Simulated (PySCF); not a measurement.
Computed IR spectrum (relative IR intensity) of a molecule CH7NOSi2. Geometry optimised at PBE-D3(BJ)/def2-SVP. Other conformers were not sampled. These are PBE-D3(BJ)/def2-SVP in PySCF 2.14.0 values and carry that method's errors. Frequencies are harmonic and unscaled.

Lines under 2 % of the strongest are left out, and lines within 2 cm⁻¹ are merged.

```json
[
 {"ν (cm⁻¹)": "282", "relative intensity": "21"},
 {"ν (cm⁻¹)": "458", "relative intensity": "7.0"},
 {"ν (cm⁻¹)": "530", "relative intensity": "6.7"},
 {"ν (cm⁻¹)": "673", "relative intensity": "16"},
 {"ν (cm⁻¹)": "677", "relative intensity": "5.5"},
 {"ν (cm⁻¹)": "748", "relative intensity": "4.1"},
 {"ν (cm⁻¹)": "799", "relative intensity": "27"},
 {"ν (cm⁻¹)": "823", "relative intensity": "12"},
 {"ν (cm⁻¹)": "923", "relative intensity": "100"},
 {"ν (cm⁻¹)": "937", "relative intensity": "36"},
 {"ν (cm⁻¹)": "950", "relative intensity": "43"},
 {"ν (cm⁻¹)": "988", "relative intensity": "36"},
 {"ν (cm⁻¹)": "1079", "relative intensity": "11"},
 {"ν (cm⁻¹)": "1125", "relative intensity": "6.4"},
 {"ν (cm⁻¹)": "1165", "relative intensity": "4.3"},
 {"ν (cm⁻¹)": "1304", "relative intensity": "5.4"},
 {"ν (cm⁻¹)": "2130", "relative intensity": "51"},
 {"ν (cm⁻¹)": "2159", "relative intensity": "47"},
 {"ν (cm⁻¹)": "2166", "relative intensity": "41"},
 {"ν (cm⁻¹)": "2174", "relative intensity": "27"},
 {"ν (cm⁻¹)": "2899", "relative intensity": "18"},
 {"ν (cm⁻¹)": "2970", "relative intensity": "6.2"},
 {"ν (cm⁻¹)": "3525", "relative intensity": "3.9"}
]
```

Which structure fits?
(A) O[Si@@H]1CN[SiH2]1
(B) C1N[SiH2]O[SiH2]1
(C) O[SiH2]/N=C/[SiH3]
(D) CN1[SiH2]O[SiH2]1

B, C1N[SiH2]O[SiH2]1
